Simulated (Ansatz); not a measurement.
Tuning the range parameter of LC-ωPBE so that −HOMO meets the ionisation energy; basis def2-SVP, Ansatz. System: `O=P(O)(O)c1ccc(-c2ccc(-c3ccccc3)cc2)cc1`. The state is a singlet with charge 0. Geometry: r2SCAN-D4/def2-SVP. The ionised state is a doublet.

Geometry of the singlet:

```xyz
37

O     1.731   -3.344    6.055
P     0.381   -3.342    5.432
O    -0.191   -4.838    5.100
O    -0.865   -2.754    6.286
C     0.243   -2.394    3.918
C     1.375   -1.707    3.456
C     1.314   -0.973    2.273
C     0.125   -0.908    1.522
C     0.059   -0.130    0.267
C    -0.728   -0.561   -0.818
C    -0.789    0.172   -2.000
C    -0.071    1.373   -2.151
C    -0.141    2.155   -3.405
C     0.981    2.858   -3.885
C     0.913    3.596   -5.067
C    -0.278    3.650   -5.797
C    -1.401    2.957   -5.334
C    -1.333    2.218   -4.152
C     0.715    1.805   -1.066
C     0.781    1.069    0.115
C    -1.005   -1.606    1.997
C    -0.950   -2.340    3.179
H     0.551   -5.443    4.950
H    -0.956   -3.215    7.135
H     2.302   -1.763    4.035
H     2.210   -0.463    1.908
H    -1.268   -1.510   -0.747
H    -1.378   -0.212   -2.838
H     1.926    2.801   -3.336
H     1.800    4.126   -5.426
H    -0.331    4.229   -6.724
H    -2.341    3.001   -5.892
H    -2.226    1.704   -3.784
H     1.255    2.753   -1.136
H     1.372    1.452    0.952
H    -1.946   -1.547    1.443
H    -1.838   -2.869    3.536
```

| ω (1/bohr) | HOMO (eV) | LUMO (eV) | vertical IE (eV) | HOMO + IE (eV) |
| --- | --- | --- | --- | --- |
| 0.1 | -6.93 | -1.01 | 7.57 | 0.64 |
| 0.15 | -7.43 | -0.57 | 7.73 | 0.29 |
| 0.2 | -7.83 | -0.26 | 7.87 | 0.03 |

**Question.** Estimate the row for 0.3 bohr⁻¹.

**Answer.** 
```
ω (1/bohr)  HOMO (eV)  LUMO (eV)  vertical IE (eV)  HOMO + IE (eV)
       0.3      -8.39       0.11              8.07           -0.32
```

**Question.** Where does the tuning condition hold?

**Answer.** Near ω = 0.21 bohr⁻¹, by linear interpolation.
